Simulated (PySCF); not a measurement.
## Continuum solvent and chemical shifts

Numbering as in the mapped SMILES `[N:1]#[C:2][c:3]1[cH:4][nH:5][n:6][n:7]1` (H(Xn): hydrogen on atom n).

GIAO PBE0/pcSseg-1 in PySCF 2.14.0 with density-fitted response routines on one PBE0-D3(BJ)/def2-SVP conformer, non-relativistic, equivalent nuclei averaged. Solvents enter as an IEF-PCM continuum (chloroform with ε = 4.7, dimethylsulfoxide with ε = 46.8) around the gas-phase geometry. Shifts are referred to TMS computed in the same medium.

Gas phase, δ in ppm: C4 132.2, C3 125.8, C2 116.9, H(N5) 10.77, H(C4) 7.94. Dipole moment 6.53 D.

Task: How does each δ change in the continuum?

Result: 
```
atoms                                          environment  Δδ, chloroform  Δδ, dimethylsulfoxide
   C4                  aromatic CH next to a ring nitrogen            +6.3                   +8.9
   C3  substituted aromatic carbon next to a ring nitrogen            -1.1                   -1.5
   C2                                       nitrile carbon            +4.0                   +5.6
H(N5)             hydrogen on a pyrrole-type ring nitrogen           +0.79                  +1.09
H(C4)   hydrogen on an aromatic CH next to a ring nitrogen           +0.56                  +0.79
```

Changes are relative to the gas phase. The dipole moment becomes 8.00 D in chloroform, 8.60 D in dimethylsulfoxide.

Task: Which of the listed nuclei move most (in ppm), and what does the model miss? (N and O are left out, as their reference compounds move with the solvent too.)

Result: C4 (aromatic CH next to a ring nitrogen, +8.9 ppm) in dimethylsulfoxide. A continuum only polarises the solute; specific hydrogen bonds, the anisotropy of aromatic solvents and changes of geometry or conformer are outside it.
